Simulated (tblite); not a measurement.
C5H16BPS.
SMILES with atom numbers: `[BH3-:1][P@H+:2]([CH2:3][CH2:4][CH3:5])[CH2:6][S:7][CH3:8]` (hydrogens: H9, H10, H11 on B1; H12 on P2; H13, H14 on C3; H15, H16 on C4; H17, H18, H19 on C5; H20, H21 on C6; H22, H23, H24 on C8)

Computed with GFN2-xTB (tblite), gas phase: L-BFGS steps from a force-field or distance-geometry start until the largest atomic force falls under 0.01 eV/Å.

At the end of the run (lengths in Å): B1–P2 1.916, P2–C6 1.854, C4–H16 1.094, P2–C3 1.833, C6–H20 1.091, C5–H18 1.088, C5–H19 1.088, B1–P2–C6 120.1°, C3–P2–C6 104.0°, B1–P2–C3 115.3°, C6–S7–C8 99.4°, B1–P2–C3–C4 179°, P2–C3–C4–C5 -168°, B1–P2–C6–S7 71°, H20–C6–S7–C8 37°, H12–P2–C6–S7 -162°.

**Question.** These geometries were met on the way; a selection of coordinates is given. Order them by energy above the end point, lowest first.
A. B1–P2 1.908, P2–C6 1.857, C4–H16 1.093, P2–C3 1.833, C6–H20 1.087, C5–H18 1.088, C5–H19 1.089, B1–P2–C6 116.5°, C3–P2–C6 103.3°, B1–P2–C3 113.2°, C6–S7–C8 99.8°, B1–P2–C3–C4 -174°, P2–C3–C4–C5 -170°, B1–P2–C6–S7 68°, H20–C6–S7–C8 16°, H12–P2–C6–S7 -159°
B. B1–P2 1.850, P2–C6 1.865, C4–H16 1.089, P2–C3 1.856, C6–H20 1.092, C5–H18 1.085, C5–H19 1.082, B1–P2–C6 112.8°, C3–P2–C6 108.2°, B1–P2–C3 112.8°, C6–S7–C8 95.2°, B1–P2–C3–C4 178°, P2–C3–C4–C5 -177°, B1–P2–C6–S7 64°, H20–C6–S7–C8 -62°, H12–P2–C6–S7 -174°
C. B1–P2 1.906, P2–C6 1.816, C4–H16 1.130, P2–C3 1.801, C6–H20 1.122, C5–H18 1.117, C5–H19 1.114, B1–P2–C6 109.6°, C3–P2–C6 111.9°, B1–P2–C3 109.6°, C6–S7–C8 94.6°, B1–P2–C3–C4 177°, P2–C3–C4–C5 -177°, B1–P2–C6–S7 65°, H20–C6–S7–C8 -60°, H12–P2–C6–S7 -177°
D. B1–P2 1.902, P2–C6 1.844, C4–H16 1.094, P2–C3 1.829, C6–H20 1.094, C5–H18 1.090, C5–H19 1.091, B1–P2–C6 114.7°, C3–P2–C6 106.7°, B1–P2–C3 114.9°, C6–S7–C8 96.8°, B1–P2–C3–C4 177°, P2–C3–C4–C5 -178°, B1–P2–C6–S7 64°, H20–C6–S7–C8 -60°, H12–P2–C6–S7 -170°
E. B1–P2 1.911, P2–C6 1.852, C4–H16 1.095, P2–C3 1.833, C6–H20 1.091, C5–H18 1.088, C5–H19 1.087, B1–P2–C6 115.3°, C3–P2–C6 104.7°, B1–P2–C3 115.0°, C6–S7–C8 98.9°, B1–P2–C3–C4 -171°, P2–C3–C4–C5 -176°, B1–P2–C6–S7 74°, H20–C6–S7–C8 -15°, H12–P2–C6–S7 -155°

**Answer.** A (0.065 eV), E (0.111 eV), D (0.184 eV), B (0.309 eV), C (0.655 eV).

```csv
step,E above end (eV),"rms distance from the end, all atoms (Å)",largest force (eV/Å),rms shift of all bonds from the end (Å)
160,0.065,0.212,0.406,0.005
152,0.111,0.494,0.119,0.002
7,0.184,0.836,0.196,0.005
2,0.309,0.838,0.921,0.016
0,0.655,0.842,2.877,0.022
```

Rows stand in the order of the answer.
